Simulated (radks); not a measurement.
S I, configuration [Ne] 3s2 3p4. Method: scalar-relativistic Kohn-Sham, LDA (Slater exchange, Perdew-Wang correlation), spin-polarised, spherical densities, finite nucleus; open shells are filled with parallel spins first; Fermi nuclear charge, rms radius 3.2611 fm; computed with a radial shooting solver on a logarithmic mesh with Libxc functionals.

Unscreened Slater integrals over Kohn-Sham orbitals (hartree). They are taken over the spin-up orbitals.

F0(3p,3p): 0.44495
F2(3p,3p): 0.21950
F0(3p,3s): 0.48445
G1(3p,3s): 0.31341
F0(3p,2p): 0.61659
F2(3p,2p): 0.095554
G0(3p,2p): 0.037835
G2(3p,2p): 0.037374
F0(3s,3s): 0.53537
F0(3s,2p): 0.71739
G1(3s,2p): 0.051443
F0(2p,2p): 2.0703
F2(2p,2p): 0.95604

Derived for the open shells (J is the average intra-shell exchange parameter used in DFT+U). 3p: J = F2/5 = 0.04390 hartree; in LS coupling 1D lies 6 F2/25 = 0.05268 hartree above 3P.
